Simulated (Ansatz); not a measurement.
System: sum formula InCl2F (charge 0, singlet). 
Coordinates optimised at B3LYP-D3(BJ)/def2-TZVP (Ansatz, a quantum-chemistry and plane-wave program):
```
In
F 1 1.9408
Cl 1 2.3064 2 117.58
Cl 1 2.3064 2 117.58 3 -180.00
```

Wanted: atomisation energy (electronic, to ground-state atoms), in kJ/mol. Correlated levels leave the core frozen unless marked. Open shells are spin-unrestricted. No spin-orbit coupling. The frozen core is the preceding noble-gas configuration, with the filled d and f shells of earlier blocks. Past Kr the def2 sets carry scalar-relativistic core potentials. The coupled-cluster limit lacks core correlation, which all-electron functionals hold. CBS(X,Y): correlation extrapolated as X^-3; Hartree-Fock from the larger set.

| level | program | atomisation energy (kJ/mol) |
|---|---|---|
| PBE0/def2-TZVP | Ansatz | 1049.4 |
| CAM-B3LYP-D4/def2-TZVPD | Ansatz + dftd4 | 1045.4 |

**Question.** What does CCSD(T)/CBS(def2-TZVPPD,def2-QZVPPD) (Ansatz) give?

**Answer.** 1112.4 kJ/mol, so CAM-B3LYP-D4/def2-TZVPD differs from it by -67.0 kJ/mol.
